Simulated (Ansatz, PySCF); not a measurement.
Gas-phase reaction R1 → P1 + P2, each structure at its B3LYP-D3(BJ)/def2-TZVP stationary point, reached from a drawn start (curvature not checked).
R1: BCl2 (SMILES Cl[B]Cl), charge 0, multiplicity 2.
P1: BCl (SMILES [B]Cl), charge 0, multiplicity 1.
P2: Cl atom, charge 0, multiplicity 2.

```json
[
 {"level": "HF/cc-pV(D+d)Z", "reaction energy (eV)": "2.936", "minus CCSD(T)/CBS(cc-pV(T+d)Z, cc-pV(Q+d)Z)": "-0.550"},
 {"level": "HF/cc-pV(T+d)Z", "reaction energy (eV)": "2.979", "minus CCSD(T)/CBS(cc-pV(T+d)Z, cc-pV(Q+d)Z)": "-0.507"},
 {"level": "HF/cc-pV(Q+d)Z", "reaction energy (eV)": "2.988", "minus CCSD(T)/CBS(cc-pV(T+d)Z, cc-pV(Q+d)Z)": "-0.498"},
 {"level": "SVWN5/def2-TZVPP", "reaction energy (eV)": "4.464", "minus CCSD(T)/CBS(cc-pV(T+d)Z, cc-pV(Q+d)Z)": "0.978"},
 {"level": "PBE/def2-TZVPP", "reaction energy (eV)": "3.898", "minus CCSD(T)/CBS(cc-pV(T+d)Z, cc-pV(Q+d)Z)": "0.412"},
 {"level": "revPBE/def2-TZVPP", "reaction energy (eV)": "3.674", "minus CCSD(T)/CBS(cc-pV(T+d)Z, cc-pV(Q+d)Z)": "0.188"},
 {"level": "r2SCAN/def2-TZVPP", "reaction energy (eV)": "4.011", "minus CCSD(T)/CBS(cc-pV(T+d)Z, cc-pV(Q+d)Z)": "0.525"},
 {"level": "PBE0/def2-TZVPP", "reaction energy (eV)": "3.858", "minus CCSD(T)/CBS(cc-pV(T+d)Z, cc-pV(Q+d)Z)": "0.372"},
 {"level": "M06-2X/def2-TZVPP", "reaction energy (eV)": "3.687", "minus CCSD(T)/CBS(cc-pV(T+d)Z, cc-pV(Q+d)Z)": "0.201"},
 {"level": "MP2/cc-pV(D+d)Z", "reaction energy (eV)": "3.552", "minus CCSD(T)/CBS(cc-pV(T+d)Z, cc-pV(Q+d)Z)": "0.066"},
 {"level": "SCS-MP2/cc-pV(Q+d)Z", "reaction energy (eV)": "3.546", "minus CCSD(T)/CBS(cc-pV(T+d)Z, cc-pV(Q+d)Z)": "0.060"},
 {"level": "CCSD(T)/cc-pV(D+d)Z", "reaction energy (eV)": "3.123", "minus CCSD(T)/CBS(cc-pV(T+d)Z, cc-pV(Q+d)Z)": "-0.363"},
 {"level": "CCSD(T)/cc-pV(T+d)Z", "reaction energy (eV)": "3.317", "minus CCSD(T)/CBS(cc-pV(T+d)Z, cc-pV(Q+d)Z)": "-0.169"},
 {"level": "CCSD(T)/CBS(cc-pV(T+d)Z, cc-pV(Q+d)Z)", "reaction energy (eV)": "3.486", "minus CCSD(T)/CBS(cc-pV(T+d)Z, cc-pV(Q+d)Z)": "0.000"}
]
```

 The comparison column counts from a level with limits of its own.

P less R. No zero-point or thermal terms; singlets are restricted closed shells; open shells are unrestricted; no spin–orbit coupling.

Cores are frozen in the correlated methods. CBS: X⁻³ extrapolation of the correlation energy, Hartree–Fock from the larger set.

Codes used: Ansatz (a program for electronic structure); PySCF for M06-2X. All values are computed, each at the level named.
